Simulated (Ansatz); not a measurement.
Geometry optimisation, RKS r2SCAN-D4/def2-SVP (Ansatz).

The input (input.yaml):

```yaml
crystal:
  periodic: [false, false, false]
  atoms:
    - { symbol: C, position_ang: [-1.3917, -0.4379, 2.3263] }
    - { symbol: C, position_ang: [-0.3984, -0.6073, 1.5744] }
    - { symbol: C, position_ang: [0.6267, -0.8155, 0.8354] }
    - { symbol: Si, position_ang: [0.6504, -0.7546, -0.9694] }
    - { symbol: Si, position_ang: [2.64434, -1.5481, -1.80918] }
    - { symbol: H, position_ang: [-2.178, -1.1573, 2.4635] }
    - { symbol: H, position_ang: [-1.5613, 0.5645, 2.8089] }
    - { symbol: H, position_ang: [1.6512, -1.0365, 1.2981] }
    - { symbol: H, position_ang: [0.54103, 0.7259, -1.32279] }
    - { symbol: H, position_ang: [-0.47281, -1.42957, -1.52337] }
    - { symbol: H, position_ang: [3.83775, -0.80886, -1.23807] }
    - { symbol: H, position_ang: [2.78848, -3.00884, -1.40801] }
    - { symbol: H, position_ang: [2.72842, -1.42524, -3.29179] }
basis:
  gaussian: { orbitals: def2-SVP }
hamiltonian:
  xc: r2scan
  dispersion: d4
relax:
  f_tol: 0.015
  max_steps: 40
```

Command:

```bash
$ ansatz run input.yaml --threads 2 --pin off --max-ram 3072MiB --backend cpu --events-out ev --progress --plain --runs-dir out
```

Problem. Where does it end, and by what steps?

Solution. It converged. After 32 steps the energy has fallen by 0.514 eV; H8 moved furthest, 1.35 Å.

```
step  energy less start (eV)  largest force component (eV/Å)  accepted
   0                  0.0000                           3.224       yes
   2                 -0.4545                           0.166       yes
   4                 -0.4643                           0.060       yes
   6                 -0.4704                           0.270       yes
   8                 -0.4657                           0.674        no
  10                 -0.4852                           0.083       yes
  12                 -0.4887                           0.588       yes
  14                 -0.5032                           0.059       yes
  16                 -0.5038                           0.300        no
  18                 -0.5087                           0.214       yes
  20                 -0.5127                           0.028       yes
  22                 -0.5131                           0.074        no
  24                 -0.5137                           0.039       yes
  26                 -0.5139                           0.030       yes
  28                 -0.5140                           0.022       yes
  30                 -0.5140                           0.021       yes
  32                 -0.5140                           0.010       yes
```

```xyz
13
Properties=species:S:1:pos:R:3
C -1.302 -0.964 2.215
C -0.260 -0.531 1.549
C 0.763 -0.106 0.844
Si 0.813 -0.224 -1.029
Si 2.398 -1.836 -1.669
H -1.368 -2.006 2.551
H -2.134 -0.296 2.462
H 1.634 0.309 1.375
H 1.203 1.099 -1.614
H -0.541 -0.600 -1.533
H 3.733 -1.495 -1.085
H 1.991 -3.183 -1.163
H 2.537 -1.905 -3.158
```

Run time: 110 s on 2 threads of Arm Neoverse V2 (shared host), peak memory 0.17 GiB.
